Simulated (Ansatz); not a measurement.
Species: H2GeO, SMILES `[GeH2]=[O]` with one electron removed (charge 1, multiplicity 2), formula H2GeO.

Problem. How many basis functions does frozen-core CCSD(T)/def2-TZVPP // r2SCAN-D4/def2-TZVP run with Ansatz (an electronic-structure program) use, how many core orbitals are frozen, and how many electrons are correlated?

Solution. 107 basis functions and 10 frozen orbitals, which leaves 21 correlated electrons (filled d shells below the valence shell are correlated). Core time is of the order of seconds.
